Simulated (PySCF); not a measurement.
Sn(Cl)3(Et) (C2H5Cl3Sn), SMILES [Cl][Sn]([Cl])([CH2]C)[Cl]. Atoms are numbered in the order given.

```xyz
11

C     -2.8671    -0.9198     0.0000
C     -1.4948    -1.5860     0.0000
Sn     0.0789    -0.1036     0.0000
Cl    -0.1119     1.2915    -1.8923
Cl     2.2557    -1.0019     0.0000
Cl    -0.1119     1.2915     1.8923
H     -3.0097    -0.2878    -0.8902
H     -3.0097    -0.2878     0.8902
H     -3.6628    -1.6830     0.0000
H     -1.3153    -2.2040     0.8925
H     -1.3153    -2.2040    -0.8925
```

Coordinates come from a B3LYP-D3(BJ)/def2-SVP optimisation. The def2 effective core potentials stand for the cores of Sn; spin–orbit coupling is left out. Other conformers were not sampled.

Computed with CAM-B3LYP/def2-TZVP in PySCF.

ESP charges are fitted to the potential on shells at 1.4 to 2.0 van der Waals radii. Atomic charges (e):

```json
[
 {"atom": "C1", "Mulliken": "-0.38", "ESP fit": "[?]", "Löwdin": "-0.33"},
 {"atom": "C2", "Mulliken": "-0.40", "ESP fit": "-0.13", "Löwdin": "-0.43"},
 {"atom": "Sn3", "Mulliken": "1.03", "ESP fit": "[?]", "Löwdin": "-0.02"},
 {"atom": "Cl4", "Mulliken": "-0.33", "ESP fit": "-0.16", "Löwdin": "0.03"},
 {"atom": "Cl5", "Mulliken": "-0.32", "ESP fit": "-0.16", "Löwdin": "0.04"},
 {"atom": "Cl6", "Mulliken": "-0.33", "ESP fit": "-0.16", "Löwdin": "0.03"},
 {"atom": "H7", "Mulliken": "0.14", "ESP fit": "0.10", "Löwdin": "0.13"},
 {"atom": "H8", "Mulliken": "0.14", "ESP fit": "0.10", "Löwdin": "0.13"},
 {"atom": "H9", "Mulliken": "0.14", "ESP fit": "0.09", "Löwdin": "0.13"},
 {"atom": "H10", "Mulliken": "0.15", "ESP fit": "[?]", "Löwdin": "0.15"},
 {"atom": "H11", "Mulliken": "0.15", "ESP fit": "[?]", "Löwdin": "0.15"}
]
```

Question: Complete the blanks. (The exact figures need the calculation; the answer reports its results.)

Answer: 
- C1, ESP fit: -0.24
- Sn3, ESP fit: 0.34
- H10, ESP fit: 0.12
- H11, ESP fit: 0.12
